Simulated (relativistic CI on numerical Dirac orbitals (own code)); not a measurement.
Spin-orbit doublets in the photoemission of tellurium

Problem. Photoelectron lines from p, d and f shells are doublets, and peak fits need their splitting and area ratio. Find both for the 3d line of tellurium, from the calculated spin-orbit constant ζ(3d) = 4.148 eV of the closed-shell ion Te⁶⁺ with one hole. Is the doublet resolved if instrument, lifetime and solid give each line a width of 1.5 eV (assumed)?

Working.
1. One hole with l = 2 gives j = 5/2 and j = 3/2. For a hole the level of higher j has the lower binding energy.
2. The splitting is (l + ½)ζ = 2.5 × 4.148 = 10.37 eV.
3. The areas follow 2j + 1: 6 : 4, so the weaker line has 0.667 of the stronger one's area, if the radial matrix elements are equal.
4. Splitting over width is 6.91: two separate peaks.

Check. The difference of tabulated binding energies of the element (M4 less M5; Elam, Ravel and Sieber, Radiat. Phys. Chem. 63, 121 (2002), rounded to 0.1 eV or more) is 10.4 eV.

All doublets of Te⁶⁺, calculated as differences of Dirac-Coulomb-Breit total energies with one hole (eV):

| Shell | Calculated | Without Breit and QED | Tabulated, element |
| --- | --- | --- | --- |
| 2p | 271.1 | 274.5 | 271.0 |
| 3p | 51.71 | 52.35 | 50.0 |
| 3d | 10.4 | 10.68 | 10.4 |
| 4p | 9.882 | 10.01 |  |
| 4d | 1.5 | 1.544 | 1.5 |

The Breit and QED terms lower the splittings by 1.2 to 2.9 %. The 4p hole of the elements from Cd to Xe decays so fast that 4p1/2 is no sharp line in experiment.
